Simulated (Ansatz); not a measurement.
FH3S3Si (`F[Si](S)(S)S`). Charge 0, multiplicity 1.

```xyz
8

F     1.482    0.383   -0.575
Si    0.037    0.009   -0.015
S    -1.232    1.691   -0.167
S     0.196   -0.573    2.009
S    -0.764   -1.585   -1.145
H    -0.942    1.897   -1.465
H     0.889    0.527    2.358
H     0.334   -2.350   -1.001
```

(1) Give the diagnostics of a CCSD(T)/def2-TZVPP run (frozen core, the Gaussian-basis code of Ansatz). (Estimate.)

## Answers

(1) The calculation gave: T1 = 0.0120, largest single amplitude 0.016, largest double 0.022, (T) share of the correlation energy 4.1 %, 9 CCSD cycles. The RHF solution is stable towards an unrestricted one. T1 lies under the customary mark of 0.02 for closed shells.
